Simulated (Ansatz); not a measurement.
Caution, from a PySCF single point (B3LYP-D3(BJ)/def2-TZVPD) at this geometry: the highest occupied level lies above zero, so the state may not be bound. This singlet lies 0.62 eV below the relaxed triplet at the level frozen-core CCSD(T)/aug-cc-pVTZ // B3LYP-D3(BJ)/def2-TZVPD (Ansatz, a quantum-chemistry and plane-wave program).

Species: H2B2F, SMILES `B[B-]F` (lower singlet) (charge -1, multiplicity 1).

Task: Give a relaxed geometry from Ansatz with B3LYP-D3(BJ)/def2-TZVPD.

Result: the end point of this relaxation (outside a Z-matrix the atoms follow the SMILES, hydrogens last).
Cartesian coordinates (Å) in one orientation:
```xyz
5

B     -0.630     0.002     0.011
B      0.890    -0.003    -0.015
F      2.224    -0.007    -0.038
H     -1.238     1.047     0.055
H     -1.246    -1.039    -0.014
```
